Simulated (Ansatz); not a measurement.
## A rate constant, worked out

An elementary step of GeH₃SBr, closed shell (GeH₃SBr ([SH][GeH2][Br]) → GeH₂S ([S][GeH2]) + HBr; Ge–Br, S–H broken or loosened, Br–H formed or tightened). The start structure is the reactant molecule, and the electronic barrier above it is 2.010 eV by CCSD(T) at an estimated basis limit (MP2 extrapolated from triple and quadruple zeta, plus CCSD(T) − MP2 in triple zeta). Program: Ansatz 0.2.0. Basis: def2-TZVPP and def2-QZVPP. Cores are frozen in the correlated methods. Filled d shells of the heavier atoms are correlated. The def2 sets are not built for correlating such inner shells, so the correlated values are less sure here. Extrapolation: Hartree–Fock as exp(−7.88 √X), correlation as X^−2.97. Harmonic wavenumbers at PBE0-D4/def2-TZVP (Ansatz 0.2.0), in cm⁻¹:

Start: 115, 183, 302, 418, 448, 628, 740, 800, 846, 2174, 2195, 2715.

Saddle: 172i, 122, 247, 418, 433, 536, 547, 638, 889, 1744, 2139, 2141.

Work out the transition-state-theory rate constant at 900 K from these numbers alone (harmonic vibrations; rotation, path degeneracy and anharmonicity left out), and the Wigner tunnelling factor. Use 1 cm⁻¹ = 1.2398 × 10⁻⁴ eV and k_B = 8.617 × 10⁻⁵ eV/K.

Zero-point energies, half the sums: start 11564/2 cm⁻¹ = 0.7169 eV; saddle, real modes only, 9854/2 cm⁻¹ = 0.6109 eV.
Barrier with zero-point energy: 2.010 + 0.6109 − 0.7169 = 1.9040 eV.
k_BT = 0.07756 eV, so the barrier is 24.55 k_BT.
Vibrational partition functions from the zero-point level, ln q = −Σ ln(1 − exp(−hν/k_BT)): start 7.028, saddle 6.209.
k = (k_BT/h) exp(ln q‡ − ln q) exp(−E0/k_BT), with log₁₀(k_BT/h in s⁻¹) = 13.27: log₁₀ k = 13.27 + (-0.819 − 24.55)/2.3026 = 2.25, so k ≈ 2 × 10^(2) s⁻¹.
Wigner factor: 1 + (hν‡/k_BT)²/24 = 1 + (0.27)²/24 = 1.00. A change of 1 kcal/mol (0.043 eV) in the barrier would change k by a factor of 1.7 at this temperature.

The T1 diagnostic stays at or below 0.014.

Labels in which every atom is bracketed show which atoms are joined, not bond orders.

For scale, one of the runs: CCSD(T)/def2-TZVPP, 180 basis functions, launched by `ansatz run in.yaml --threads 4 --pin off --events-out ev --progress --plain --max-ram 9574MiB`. Hardware: 4 CPU threads of an Arm Neoverse V1, shared host. Wall time 65 s; peak host memory 1.7 GiB.
